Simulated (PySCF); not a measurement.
## C₆ coefficients of unlike pairs at PBE

Calculated with PySCF 2.14 from the dipole response of each species, C₆(A,B) = (3/π) ∫ α_A(iu) α_B(iu) du, in atomic units, from isotropic polarisabilities. For ions this is the dispersion term alone; charge-induced terms of lower order in 1/R come first.

| species | configuration | basis | relativity | α (bohr³) | C₆ (like pair) |
| --- | --- | --- | --- | --- | --- |
| Se⁺ | [Ar] 3d10 4s2 4p3 (4S) | aug-cc-pV5Z-PP with ECP10MDF (8s7p6d4f3g2h) | core potential | 14.49 | 89.35 |
| Kr⁺ | [Ar] 3d10 4s2 4p5 (2P) | aug-cc-pwCVQZ-PP with ECP10MDF (10s9p8d6f4g1h) | core potential | 11.11 | 69.10 |
| Ni³⁺ | [Ar] 3d7 (4F) | aug-cc-pVDZ-DK (7s6p4d2f) | spin-free X2C | 1.779 | 4.164 |
| Pb | [Xe] 4f14 5d10 6s2 6p2 (3P) | aug-cc-pVQZ-PP with ECP60MDF (7s7p5d3f2g) | core potential | 69.83 | 813.3 |

Estimate C₆ for Pb with Kr⁺.

The integral gives 212.8. The combination rule 2 C_A C_B / (C_A α_B/α_A + C_B α_A/α_B) gives 199.4 and the geometric mean 237.1.

No spin-orbit coupling is included, so Pb, close to jj coupling, stand for model states.

The other pairs:

| pair | C₆ |
| --- | --- |
| Pb, Se⁺ | 253.2 |
| Pb, Ni³⁺ | 42.04 |
| Ni³⁺, Se⁺ | 16.61 |
| Kr⁺, Se⁺ | 77.91 |
| Ni³⁺, Kr⁺ | 15.47 |
